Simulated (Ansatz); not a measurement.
`F/C(Cl)=C\C(F)F` + H–F → `FC(F)=CC(F)F` + HCl  (substitution at a C–Cl bond)

Gas-phase electronic energies from Ansatz, PBE0-D4/def2-TZVP geometries. CCSD(T)/CBS is the MP2 limit (def2-TZVPP, def2-QZVPP) plus CCSD(T) − MP2 in def2-TZVPP, frozen cores. This one scheme is used for every species. DFT in def2-TZVPP. One conformer a species, not always the lowest.

```json
{"level": "B2PLYP", "ΔE (eV)": "-0.07"}
{"level": "SCS-MP2/def2-QZVPP", "ΔE (eV)": "0.04"}
```

(1) What does CCSD(T)/CBS give? (Best estimate.)

Largest T1 diagnostic among the species: 0.012.

Results:

(1) Computed: +0.03 eV. The listed levels differ from it by -0.10, 0.01 eV.

The D4 term adds +0.06 eV with B3LYP and +0.03 eV with PBE0; it sums over pairs of atoms, weighted by their polarisabilities, and B3LYP, whose exchange is more repulsive, gets the larger term. In def2-TZVPP, CCSD(T) changes the Hartree–Fock value by +0.24 eV (the triples alone add +0.04 eV) and MP2 by +0.34 eV. At CCSD(T), def2-SVP lies −0.28 eV from the extrapolated value and def2-TZVPP −0.07 eV.

B3LYP here is the variant with VWN-RPA as its local correlation; programs differ in this.
